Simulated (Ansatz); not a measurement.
Consider the ligand exchange at the Sc–Cl bond: `[CH3][Sc]([F])[Cl]` + H–F → `[CH3][Sc]([F])[F]` + HCl.

Calculated with Ansatz (gas phase, PBE0-D4/def2-TZVP geometries, no zero-point term in ΔE). CBS: MP2 limit from def2 TZ/QZ plus the TZ coupled-cluster correction, frozen cores. This one scheme is used for every species. DFT in def2-TZVPP. For Sc outer-core shells are correlated without core-valence functions, which leaves a few kJ/mol of doubt a bond. Scalar relativity is left out up to krypton.

```json
{"level": "BHLYP", "ΔE (kJ/mol)": "-8.7"}
{"level": "HF/def2-QZVPP", "ΔE (kJ/mol)": "-1.3"}
{"level": "HF/CBS(def2)", "ΔE (kJ/mol)": "-1.4"}
{"level": "MP2/CBS(def2)", "ΔE (kJ/mol)": "0.8"}
```

Problem. What does CCSD(T)/CBS give? (Estimate.)

Solution. Computed: -2.3 kJ/mol. The listed levels differ from it by -6.4, 1.0, 0.9, 3.1 kJ/mol.

Largest T1 diagnostic among the species: 0.016.

From r2SCAN to r2SCAN0 (25 % exact exchange), in def2-TZVPP and without D4, ΔE moves by +6.1 kJ/mol. The D4 term adds +3.2 kJ/mol with B3LYP and +1.8 kJ/mol with PBE0; it sums over pairs of atoms, weighted by their polarisabilities, and B3LYP, whose exchange is more repulsive, gets the larger term.

B3LYP here is the variant with VWN-RPA as its local correlation; programs differ in this.
